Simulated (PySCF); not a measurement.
One molecule, many functionals

Compound: C₂H₇NOSi.
Numbering: `[CH3:1][C:2](=[O:3])[NH:4][SiH3:5]` (hydrogens: H6, H7, H8 on C1; H9 on N4; H10, H11, H12 on Si5)

Geometry (PBE0-D3(BJ)/def2-SVP, Å), atoms numbered from 1 in this order:
```
atom  x, y, z in Å
C1     2.0056    0.2606    0.2714
C2     0.5113    0.3602    0.4482
O3    -0.0167    1.0721    1.2825
N4    -0.2669   -0.3927   -0.3885
Si5   -2.0225   -0.2585   -0.1883
H6     2.2976    0.6283   -0.7246
H7     2.4979    0.8671    1.0397
H8     2.3412   -0.7844    0.3549
H9     0.1778   -0.9835   -1.0806
H10   -2.4551   -0.7186    1.1588
H11   -2.5714   -1.1793   -1.2293
H12   -2.4964    1.1272   -0.4521
```

Linear-response calculations in the def2-SVPD basis (PySCF; singlets by full response, triplets Tamm–Dancoff, core orbitals frozen in the response; HF means time-dependent Hartree–Fock). 'Strongest' is the level of largest summed f among the singlets computed (10 roots, of which the last may lack a degenerate partner); it can jump between rows when another state enters that window. S1 is the lowest singlet of each run and needn't be the same state throughout; f(S1) is that of one state. One conformer (not necessarily the lowest) at the PBE0-D3(BJ)/def2-SVP geometry, without solvent, vibrations or thermal averaging.

| functional | kind | S1 (eV) | f(S1) | strongest (eV) | T1 (eV) | HOMO (eV) | gap (eV) | ionisation energy, ΔSCF (eV) |
| --- | --- | --- | --- | --- | --- | --- | --- | --- |
| LDA | LDA | 5.30 | 0.000 | 6.53 | 4.89 | -6.28 | 5.09 | 10.02 |
| PBE | GGA | 5.33 | 0.000 | 6.57 | 4.86 | -6.12 | 5.15 | 9.84 |
| B3LYP | global hybrid, 20% exact exchange | 5.57 | 0.000 | 6.94 | 5.10 | -7.49 | 7.33 | 9.92 |
| PBE0 | global hybrid, 25% exact exchange | 5.64 | 0.000 | 7.11 | 5.12 | -7.75 | 7.85 | 9.85 |
| BHandHLYP | global hybrid, 50% exact exchange | 5.93 | 0.000 | 7.81 | 5.45 | -9.27 | 9.98 | 9.77 |
| CAM-B3LYP | range-separated hybrid | 5.68 | 0.000 | 7.32 | 5.20 | -9.21 | 10.07 | 10.00 |
| wB97X-D | range-separated hybrid | 5.70 | 0.000 | 7.52 | 5.25 | -9.67 | 11.50 | 9.96 |
| LC-wPBE | range-separated hybrid | 5.69 | 0.000 | 7.38 | 5.18 | -10.53 | 12.49 | 10.08 |
| HF | Hartree–Fock | 6.56 | 0.001 | 10.26 | 5.97 | -11.30 | 13.53 | not settled |

S1 runs from 5.30 eV (LDA) to 6.56 eV (HF), a spread of 1.26 eV, while the orbital gap spreads over 8.4 eV. Along PBE (0%), B3LYP (20%), PBE0 (25%), BHandHLYP (50%), HF (100%) S1 rises with the share of exact exchange. −ε(HOMO) comes closest to its own ΔSCF ionisation energy with wB97X-D (-0.28 eV) and misses most with LDA (-3.75 eV). 'Not settled' means that the ion's SCF failed to converge or may have ended in another state than the lowest.
